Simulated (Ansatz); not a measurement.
A structure relaxed at PBE0-D4/def2-TZVP, charge 0, multiplicity 1:

```xyz
12

C    -0.135    0.195    2.256
Al   -0.505   -0.621    0.543
O    -1.481   -2.002    0.471
O     0.125    0.011   -0.889
Si    0.799    0.763   -2.155
H    -0.702   -0.280    3.059
H     0.928    0.117    2.502
H    -0.378    1.261    2.246
H    -1.696   -2.450   -0.346
H     2.143    0.190   -2.439
H    -0.051    0.598   -3.366
H     0.953    2.218   -1.882
```

Q: Give its formula and SMILES.

A: CH7AlO2Si, `[CH3][Al]([OH])[O][SiH3]`.

Q: Summarise the bond lengths by kind.

A: 1 × Al–C 1.933 Å; 3 × C–H 1.092 to 1.094 Å; 2 × Al–O 1.687 to 1.693 Å; 1 × H–O 0.956 Å; 1 × O–Si 1.620 Å; 3 × H–Si 1.488 to 1.489 Å.

Program: Ansatz 0.2.0.
